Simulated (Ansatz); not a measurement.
```yaml
crystal:
  periodic: [false, false, false]
  atoms:
    - {symbol: B, position_ang: [-0.893789, 1.830657, 0.177587]}
    - {symbol: Ge, position_ang: [0.789643, 0.552424, 0.081863]}
    - {symbol: F, position_ang: [2.021607, 0.520550, 1.267062]}
    - {symbol: Ga, position_ang: [0.160783, -1.848799, -0.124261]}
    - {symbol: H, position_ang: [-1.692623, 1.794350, -0.437421]}
    - {symbol: H, position_ang: [-1.012919, 2.120700, 1.545580]}
    - {symbol: H, position_ang: [1.191519, 1.076350, -1.454886]}
    - {symbol: H, position_ang: [-0.761084, -2.059221, -1.596340]}
    - {symbol: H, position_ang: [0.837707, -3.066809, 0.321935]}
basis:
  gaussian: {orbitals: def2-mTZVP, fitting: {mean_field: def2-universal-jkfit}}
total_charge: -1
magnetization: {spin_polarized: true, initial_magnetization: 1}
hamiltonian: {xc: {name: PBE-QIDH}}
```

```sh
$ ansatz run in.yaml --threads 4 --pin off --events-out ev --progress --plain --max-ram 10444MiB
```

Shortened log:

```
Functional definition: PBE-QIDH
774 factors; integrals over basis functions are off by at most 1.6e0 eV
mean field evaluation 1: about -112322.2908 eV, gradient 2.2e1 eV
mean field evaluation 2: about -112322.2904 eV, gradient 2.2e1 eV
mean field evaluation 4: about -112325.4554 eV, gradient 2.5e0 eV
mean field evaluation 8: about -112325.5214 eV, gradient 1.1e-1 eV
mean field evaluation 16: about -112325.5227 eV, gradient 5.9e-3 eV
mean field -112325.52271229 eV, -4127.8868227028 hartree, gradient 8.8e-6 eV, S^2 0.764924; 3 other end points of the search recorded, 0 dependent functions left out
20 core orbitals not correlated: weight in the atoms' cores, before any rotation towards them, 1.000 or more for the frozen orbitals, at most 0.000 for the correlated occupied ones
reference -112325.52272817 eV, -4127.8868232862 hartree; 22, 21 occupied and 83, 84 virtual orbitals, 774 factors
second order -20.95155168 eV of doubles, -0.00000000 eV of singles
Total energy: -112332.50657872 eV, -4128.1434750604 hartree
```

Hardware: 4 threads of an AMD EPYC 9R05 on a shared host. Wall time 2.8 s, peak host memory 0.44 GiB.
